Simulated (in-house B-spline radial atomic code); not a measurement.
## wB97X excitations of Xe IX (Xe8+)

Method: wB97X. Computed with a B-spline radial code for spherical atoms: linear response of the closed shell [Kr] 4d10 with the functional's adiabatic kernel; scalar-relativistic (spin-free one-electron X2C), finite nucleus, no spin-orbit coupling, no double excitations, S, P, D and F terms only; shells from n = 2 respond. Only terms of natural parity with L up to 3 were computed.

Command:
```bash
python run_td.py task.json out
```
Settings (radii: box in bohr, nucleus in fm):
```
Z                        54
electrons                46
configuration            [Kr] 4d10
hamiltonian              x2c
method                   wb97x
box_radius               11.59
rms_radius               4.7859
intervals                69
```

Run time, properties included: 2.2 s on 1 thread of Intel(R) Xeon(R) 6975P-C (Granite Rapids), with other jobs on the host.

The lowest states, in the order of their Tamm-Dancoff energies; the method's threshold (minus the highest occupied level) is 173.46 eV. Labels give the largest channel, * marks a mixed state, and oscillator strengths are full-response dipole values. Semilocal kernels can invert the small singlet-triplet splittings of Rydberg terms. Energies in eV:

```
     state  full response  Tamm-Dancoff  oscillator strength
4d → 5s 3D          56.07         56.09                    -
4d → 5s 1D          56.77         56.79                    -
4d → 5p 3P          72.59         72.64                    -
4d → 5p 3F          72.89         72.92                    -
4d → 5p 1F          73.19         73.21                    -
4d → 5p 1P          74.32         74.41                 1.09
4d → 4f 3P              ?             ?                    -
4d → 4f 3F          84.57         84.61                    -
4d → 4f 1F          87.51         87.59                    -
4d → 5d 3S          96.02         96.08                    -
4d → 5d 3D          97.15         97.17                    -
4d → 5d 1D          97.67         97.70                    -
4d → 5d 1S              ?             ?                    -
4d → 4f 1P         102.55        104.71                 7.59
4d → 6s 3D         108.06        108.07                    -
4d → 6s 1D         108.44        108.44                    -
```

(1) Where does 4d → 5d 1S lie?

(2) Where does 4d → 4f 3P lie?

(3) How large is the singlet-triplet splitting of 4d → 5s (D terms) in Tamm-Dancoff?

(4) What polarisabilities and dispersion coefficient does the method give?

Answers

(1) At 102.55 eV in full response, 103.12 eV in Tamm-Dancoff.

(2) At 83.01 eV in full response, 83.06 eV in Tamm-Dancoff.

(3) 0.697 eV, from the unrounded values.

(4) Dipole 0.849 bohr³, quadrupole 0.8763 bohr⁵, C6 2.135 hartree·bohr⁶ for two such species.
